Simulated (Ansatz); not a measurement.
Gas-phase electronic energies from Ansatz, PBE0-D4/def2-TZVP geometries. CBS: MP2 limit from def2 TZ/QZ plus the TZ coupled-cluster correction, frozen cores. This one scheme is used for every species. Functionals use def2-TZVPP. Elements past krypton have def2 core potentials. For Sn outer-core shells are correlated without core-valence functions, which leaves a few kJ/mol of doubt a bond.

Consider the hydrogenolysis of the Si–C bond: `C[SiH]1[CH2][SnH2]1` + H₂ → `[CH2]1[SiH2][SnH2]1` + CH₄.

`C[SiH]1[CH2][SnH2]1`:

Cartesian coordinates in Å:
```
C -0.448 -1.693 -1.017
Si 0.139 -0.663 0.422
C 1.145 0.861 0.095
Sn -0.817 1.567 0.921
H -1.272 -2.345 -0.721
H -0.790 -1.053 -1.832
H 0.371 -2.316 -1.389
H 0.562 -1.476 1.591
H 1.313 1.148 -0.941
H 2.015 1.055 0.717
H -1.616 2.524 -0.236
H -0.601 2.393 2.390
```

H₂:

Cartesian coordinates in Å:
```
H -0.022 0.057 -0.368
H 0.022 -0.057 0.368
```

`[CH2]1[SiH2][SnH2]1`:

Cartesian coordinates in Å:
```
C -1.042 0.081 0.026
Si 0.411 0.878 0.884
Sn 0.780 -0.875 -0.818
H -1.615 0.689 -0.671
H -1.680 -0.574 0.613
H 0.610 0.575 2.322
H 0.701 2.297 0.566
H 0.971 -0.542 -2.471
H 0.864 -2.529 -0.451
```

CH₄:

Cartesian coordinates in Å:
```
C 0.000 0.000 0.000
H -0.823 -0.116 -0.704
H 0.942 -0.216 -0.504
H -0.133 -0.691 0.832
H 0.015 1.023 0.376
```

(1) Is it downhill or uphill in electronic energy at CCSD(T)/CBS, and by how much? (Estimate.)

(2) What do these levels give: r2SCAN-D4, ωB97X-V, r2SCAN, MP2/def2-TZVPP, MP2/CBS(def2), CCSD/CBS(def2)? (Estimate.)

Largest T1 diagnostic among the species: 0.014.

## Answers

(1) Ansatz gave: Downhill: ΔE = -21.8 kJ/mol.

(2) The calculation gave: r2SCAN-D4 -20.9, ωB97X-V -25.9, r2SCAN -22.5, MP2/def2-TZVPP -17.6, MP2/CBS(def2) -14.6, CCSD/CBS(def2) -26.2 kJ/mol.

The D4 term adds +9.1 kJ/mol with B3LYP and +5.2 kJ/mol with PBE0; it sums over pairs of atoms, weighted by their polarisabilities, and B3LYP, whose exchange is more repulsive, gets the larger term. In def2-TZVPP, CCSD(T) changes the Hartree–Fock value by +22.4 kJ/mol (the triples alone add +4.4 kJ/mol) and MP2 by +29.6 kJ/mol.

B3LYP here is the variant with VWN-RPA as its local correlation; programs differ in this.
